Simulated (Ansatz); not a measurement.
Cost and result up the ladder for the cluster Pb₂O₄ (6 atoms). Charge 0, multiplicity 1. Geometry: PBE-D4/def2-SVP.

Cartesian coordinates in Å:
```
Pb -1.3486 1.5011 -0.4807
Pb 0.6197 -1.4361 -1.3627
O -0.7519 0.0851 -1.9616
O 1.0413 -1.0037 0.7523
O 0.6807 -0.0621 1.7255
O -0.2412 0.9156 1.3272
```

Ansatz on 4 threads of Arm Neoverse V2 on a shared host. Times are rough, and most runs start from the orbitals of an earlier one. PBE0-D4/def2-TZVP serves as the yardstick here, not as an exact answer. Differences are given only for rows in sets of like size (and for xTB, whose basis is part of the method), since another set adds its own error. Binding counts from free atoms at the same level (Pb triplet, O triplet; other spins of the atoms weren't run), without zero-point energy or a counterpoise term.

In the def2 sets Pb takes a core potential; there is no spin–orbit coupling. LC-ωPBE has ω = 0.4 bohr⁻¹. Correlated methods freeze 12 core orbitals; core or outer-core shells of Pb are correlated, in sets that lack core-valence functions. The rows differ in basis, and correlated rows in double-zeta sets carry the largest basis error. The structure holds 2 bonds between oxygen atoms, so isomers without such links may lie far lower. Another isomer (triplet) lies 1.27 eV lower at PBE0-D4/def2-TZVP; other spin states weren't run for this one.

Correlated methods converge slowly with the basis, most of all in double-zeta sets.

```
                         level  functions  wall time  binding energy per atom (eV)  difference from PBE0-D4/def2-TZVP (eV)           remarks
           revPBE-D4/def2-TZVP        224      2.6 s                          3.04                                    0.27                 –
PBE-D4/def2-TZVP (with forces)        224        3 s                          3.25                                    0.48                 –
             LC-ωPBE/def2-TZVP        224      3.5 s                          2.71                                   -0.06                 –
             PBE0-D4/def2-TZVP        224      4.2 s                          2.77                                    0.00                 –
           r2SCAN-D4/def2-TZVP        224      4.9 s                          2.92                                    0.14                 –
              CCSD(T)/def2-SVP        108       17 s                          2.35                                       –  large T1 (0.033)
```
